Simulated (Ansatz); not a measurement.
ClH3S3Si (`S[Si](S)(S)Cl`). The species carries charge 0 and has multiplicity 1. Geometry: relaxed with PBE0-D4/def2-TZVP. It is one conformer, not always the lowest.

```xyz
8

S     1.302   -1.532   -0.692
Si   -0.235   -0.242   -0.010
S    -0.031   -0.361    2.096
S    -0.126    1.730   -0.786
Cl   -2.090   -0.849   -0.644
H     1.057   -1.250   -1.984
H    -0.983    0.565    2.307
H     1.106    1.939   -0.287
```

Q: What is the dipole moment at ωB97M-V/def2-TZVPP? (An estimate is asked.)

A: The calculation gave: 1.16 D, with components (0.64, 0.96, -0.10) D in this frame, pointing from negative to positive charge.

Q: And with PBE, r2SCAN, B3LYP? (Estimate.)

A: Ansatz gave: PBE 1.13 D, r2SCAN 1.18 D, B3LYP 1.16 D.

Q: Give the Mulliken charges with ωB97M-V, B3LYP, PBE in def2-TZVPP. (Best estimate.)

A: Ansatz gave: 
```csv
atom,ωB97M-V,B3LYP,PBE
S1,-0.20,-0.23,-0.22
Si2,0.40,0.55,0.45
S3,-0.20,-0.23,-0.22
S4,-0.20,-0.22,-0.21
Cl5,-0.18,-0.22,-0.19
H6,0.13,0.12,0.13
H7,0.13,0.12,0.13
H8,0.13,0.12,0.13
```

B3LYP here is the variant with VWN-RPA as its local correlation; programs differ in this.
